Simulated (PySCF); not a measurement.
**N²⁺ (nitrogen, charge +2) across methods**

[He] 2s2 3s1, 2S determinant (an excited configuration). All numbers are calculated (PySCF 2.14, the non-relativistic Hamiltonian (point nucleus), in aug-cc-pwCVDZ (5s4p2d, 27 functions)).

```json
{"method": "r2SCANh", "E (hartree)": "-51.8762", "mean ε 2s α (eV)": "-60.124", "mean ε 2s β (eV)": "-59.817", "mean ε 3s α (eV)": "-17.445", "Σ⟨r²⟩ (bohr²)": "16.30", "⟨S²⟩": "0.750"}
{"method": "r2SCAN", "E (hartree)": "-51.8733", "mean ε 2s α (eV)": "-59.343", "mean ε 2s β (eV)": "-59.074", "mean ε 3s α (eV)": "-17.196", "Σ⟨r²⟩ (bohr²)": "16.32", "⟨S²⟩": "0.750"}
{"method": "UHF", "E (hartree)": "-51.78812", "mean ε 2s α (eV)": "-66.469", "mean ε 2s β (eV)": "-65.765", "mean ε 3s α (eV)": "-19.360", "Σ⟨r²⟩ (bohr²)": "16.47", "⟨S²⟩": "0.750"}
{"method": "LDA", "E (hartree)": "-51.4471", "mean ε 2s α (eV)": "-58.602", "mean ε 2s β (eV)": "-58.240", "mean ε 3s α (eV)": "-17.146", "Σ⟨r²⟩ (bohr²)": "15.99", "⟨S²⟩": "0.750"}
{"method": "M06-2X", "E (hartree)": "-51.9426", "mean ε 2s α (eV)": "-62.685", "mean ε 2s β (eV)": "-62.675", "mean ε 3s α (eV)": "-18.861", "Σ⟨r²⟩ (bohr²)": "15.58", "⟨S²⟩": "0.750"}
{"method": "CAM-B3LYP", "E (hartree)": "-51.8970", "mean ε 2s α (eV)": "-62.516", "mean ε 2s β (eV)": "-62.147", "mean ε 3s α (eV)": "-18.781", "Σ⟨r²⟩ (bohr²)": "15.92", "⟨S²⟩": "0.750"}
{"method": "PBE0", "E (hartree)": "-51.8656", "mean ε 2s α (eV)": "-61.040", "mean ε 2s β (eV)": "-60.598", "mean ε 3s α (eV)": "-17.823", "Σ⟨r²⟩ (bohr²)": "16.13", "⟨S²⟩": "0.750"}
{"method": "M06-L", "E (hartree)": "-51.8877", "mean ε 2s α (eV)": "-59.551", "mean ε 2s β (eV)": "-59.418", "mean ε 3s α (eV)": "-17.070", "Σ⟨r²⟩ (bohr²)": "16.82", "⟨S²⟩": "0.750"}
{"method": "PBE", "E (hartree)": "-51.8560", "mean ε 2s α (eV)": "-58.903", "mean ε 2s β (eV)": "-58.516", "mean ε 3s α (eV)": "-17.171", "Σ⟨r²⟩ (bohr²)": "16.02", "⟨S²⟩": "0.750"}
```

The outer electron is Rydberg-like, and this basis confines it to a smaller radius and binds it less than a complete one would.
